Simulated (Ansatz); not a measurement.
BFH3ISi (`B[SiH](F)I`). Total charge 0; spin multiplicity 1. I: def2 effective core potential. The structure was optimised at the PBE0-D4/def2-TZVP level.

```xyz
7

B    -0.541    0.857    0.458
Si    0.755   -0.324   -0.374
F     1.020   -0.334   -1.943
I    -1.316   -1.632    0.191
H    -0.511    0.990    1.643
H    -1.311    1.454   -0.230
H     1.903   -1.011    0.255
```

(1) What is the dipole moment at r2SCAN/def2-TZVPP? (An estimate is asked.)

(2) And with PBE, B3LYP, ωB97M-V? (Estimate.)

(3) Give the Mulliken charges with r2SCAN, ωB97M-V, PBE in def2-TZVPP. (Estimate.)

Answers

(1) The calculation gave: 1.01 D, with components (0.76, -0.29, 0.60) D in this frame, pointing from negative to positive charge.

(2) Computed: PBE 0.97 D, B3LYP 1.08 D, ωB97M-V 1.13 D.

(3) Computed: 
| atom | r2SCAN | ωB97M-V | PBE |
| --- | --- | --- | --- |
| B1 | -0.18 | -0.34 | -0.22 |
| Si2 | 0.55 | 0.46 | 0.44 |
| F3 | -0.30 | -0.29 | -0.26 |
| I4 | -0.07 | -0.07 | -0.04 |
| H5 | 0.04 | 0.12 | 0.06 |
| H6 | 0.04 | 0.12 | 0.06 |
| H7 | -0.07 | -0.01 | -0.05 |

B3LYP here is the variant with VWN-RPA as its local correlation; programs differ in this.
